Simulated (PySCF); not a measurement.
Isomers of C5H6Cl2O.

All values: PBE0/def2-SVPD (PySCF) at GFN2-xTB geometries, gas phase, one conformer each. Core orbitals are frozen in the response; Δα² is half the sum of the squared differences of the principal polarisabilities.

Task: Rank by dipole moment, lowest first.
A. `[CH3:1][C:2](=[O:3])/[CH:4]=[C:5](/[Cl:6])[CH2:7][Cl:8]` with C1–C2–C4–C5 172°, C4–C5–C7–Cl8 -115°
B. `[CH2:1]=[CH:2][O:3]/[CH:4]=[CH:5]/[CH:6]([Cl:7])[Cl:8]` with C1–C2–O3–C4 180°, C2–O3–C4–C5 180°, C4–C5–C6–Cl7 120°
C. `[Cl:1][CH:2]([Cl:3])[C@H:4]1[CH:5]=[CH:6][CH2:7][O:8]1` with Cl1–C2–C4–C5 -48°
D. `[CH3:1][CH2:2]/[CH:3]=[C:4](/[Cl:5])[C:6](=[O:7])[Cl:8]` with C1–C2–C3–C4 -100°, C3–C4–C6–O7 13°

Result: C (1.89 D), A (2.94 D), D (3.18 D), B (3.37 D).

Task: Rank by HOMO–LUMO gap, lowest first.
A. `[Cl:1][C:2]1=[C:3]([Cl:4])[CH2:5][O:6][CH2:7][CH2:8]1` with C2–C3–C5–O6 -14°, C3–C5–O6–C7 47°, C5–O6–C7–C8 -66°, O6–C7–C8–C2 49°
B. `[Cl:1][CH:2]([Cl:3])[C@H:4]1[CH:5]=[CH:6][CH2:7][O:8]1` with Cl1–C2–C4–C5 -48°
C. `[CH3:1][CH2:2]/[CH:3]=[C:4](/[Cl:5])[C:6](=[O:7])[Cl:8]` with C1–C2–C3–C4 -100°, C3–C4–C6–O7 13°
D. `[CH2:1]=[CH:2][O:3]/[CH:4]=[CH:5]/[CH:6]([Cl:7])[Cl:8]` with C1–C2–O3–C4 180°, C2–O3–C4–C5 180°, C4–C5–C6–Cl7 120°

Result: C (5.39 eV), D (6.21 eV), A (6.80 eV), B (7.19 eV).

All values together:

```json
{"SMILES": "CC/C=C(/Cl)C(=O)Cl", "μ (D)": "3.18", "HOMO (eV)": "-7.88", "LUMO (eV)": "-2.49", "α (Å³)": "13.93", "Δα (Å³)": "8.04"}
{"SMILES": "ClC(Cl)[C@H]1C=CCO1", "μ (D)": "1.89", "HOMO (eV)": "-7.43", "LUMO (eV)": "-0.24", "α (Å³)": "12.84", "Δα (Å³)": "4.64"}
{"SMILES": "CC(=O)/C=C(/Cl)CCl", "μ (D)": "2.94", "HOMO (eV)": "-7.75", "LUMO (eV)": "-2.41", "α (Å³)": "14.07", "Δα (Å³)": "7.25"}
{"SMILES": "ClC1=C(Cl)COCC1", "μ (D)": "2.00", "HOMO (eV)": "-7.16", "LUMO (eV)": "-0.35", "α (Å³)": "13.22", "Δα (Å³)": "5.53"}
{"SMILES": "C=CO/C=C/C(Cl)Cl", "μ (D)": "3.37", "HOMO (eV)": "-6.91", "LUMO (eV)": "-0.70", "α (Å³)": "15.48", "Δα (Å³)": "11.13"}
```

Conformers: `[CH3:1][CH2:2]/[CH:3]=[C:4](/[Cl:5])[C:6](=[O:7])[Cl:8]` with C1–C2–C3–C4 -100°, C3–C4–C6–O7 13°; `[Cl:1][CH:2]([Cl:3])[C@H:4]1[CH:5]=[CH:6][CH2:7][O:8]1` with Cl1–C2–C4–C5 -48°; `[CH3:1][C:2](=[O:3])/[CH:4]=[C:5](/[Cl:6])[CH2:7][Cl:8]` with C1–C2–C4–C5 172°, C4–C5–C7–Cl8 -115°; `[Cl:1][C:2]1=[C:3]([Cl:4])[CH2:5][O:6][CH2:7][CH2:8]1` with C2–C3–C5–O6 -14°, C3–C5–O6–C7 47°, C5–O6–C7–C8 -66°, O6–C7–C8–C2 49°; `[CH2:1]=[CH:2][O:3]/[CH:4]=[CH:5]/[CH:6]([Cl:7])[Cl:8]` with C1–C2–O3–C4 180°, C2–O3–C4–C5 180°, C4–C5–C6–Cl7 120°.
